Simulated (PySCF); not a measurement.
Compound: BH2(OEt), C2H7BO.
Bonds: B1–O4, O4–C5, C5–C6. Hydrogens: H2, H3 on B1; H7, H8 on C5; H9, H10, H11 on C6.

A calculation gives these core lines: B 1s: 196.57 eV; C 1s: 291.03 (area 1), 292.53 (area 1) eV; O 1s: 538.92 eV.

Theory: delta-SCF UKS SCAN, pcX-2 on the ionised atom, pcseg-1 elsewhere, spin-free X2C in PySCF 2.14.0. The structure is a single PBE0-D3(BJ)/def2-SVP conformer in the gas phase; no vibrational or solvent corrections.

Which carbon gives which C 1s line?

291.03 eV: C6 (carbon bonded to C and 3 H); 292.53 eV: C5 (carbon bonded to C, O and 2 H). The listed C 1s values span 1.50 eV, from C6 (bonded to C and 3 H) to C5 (bonded to O, C and 2 H).

Bonded neighbours of each site: B1: O and 2 H; O4: C and B; C5: O, C and 2 H; C6: C and 3 H.

What is the longest wavelength that can ionise O 1s of O4 vertically?

λ = hc/E = 12398.42 eV Å / 538.92 eV = 23.006 Å.
